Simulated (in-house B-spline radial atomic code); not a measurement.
Radial electron density of neutral phosphorus, [Ne] 3s2 3p2 7f1. Method: Dirac-Hartree-Fock, average of configuration, Fermi nucleus of rms radius 3.1889 fm. Calculated with a B-spline radial code for spherical atoms.

Columns: r (bohr), 4πr²n(r) (electrons per bohr), bar.

```
 0.00373   0.3552 #
 0.00482   0.5723 #
 0.00624   0.9163 ##
 0.00806    1.443 ####
  0.0104    2.234 ######
  0.0135     3.42 #########
  0.0174    5.041 #############
  0.0226     7.26 ###################
  0.0292    9.929 ##########################
  0.0377    12.83 #################################
  0.0488    15.46 ########################################
  0.0631       17 ############################################
  0.0816    16.78 ###########################################
   0.105    14.82 ######################################
   0.136    12.15 ###############################
   0.176    10.78 ############################
   0.228    12.02 ###############################
   0.295    14.78 ######################################
   0.382    16.06 ##########################################
   0.493    13.67 ###################################
   0.638    8.568 ######################
   0.825    4.071 ###########
    1.07    2.255 ######
    1.38    2.305 ######
    1.78    2.301 ######
    2.31    1.568 ####
    2.98   0.6947 ##
    3.86   0.1836 
    4.99   0.0274 
    6.45 0.003884 
    8.35 0.005003 
    10.8 0.007217 
      14 0.003493 
      18 0.0003482 
    23.3 0.008584 
    30.2  0.00174 
      39 0.009045 
    50.5 0.004103 
    65.3  0.01488 
    84.4   0.0202 
     109 0.001903 
     141 1.481e-05 
     183 5.589e-09 
     236 5.444e-14
```

On this grid the curve has 7 maxima, near 0.0631, 0.382, 1.38, 10.8, 23.3, 39, 84.4 bohr.

The 7f7/2 radial function P(r) = rR(r), positive near the nucleus, with its small component Q(r) (sign convention: Q ≈ (P' + κP/r)/2c):

```tsv
r (bohr)	P	Q
1.07	0.0002875	-9.296e-07
1.78	0.001316	-2.848e-06
2.98	0.00597	-7.937e-06
4.99	0.02492	-2.682e-05
8.35	0.0704	-8.253e-05
14	0.0591	-0.0001172
23.3	-0.09265	4.073e-05
39	0.09511	-9.1e-07
65.3	-0.122	-3.342e-06
109	-0.04362	1.597e-05
```
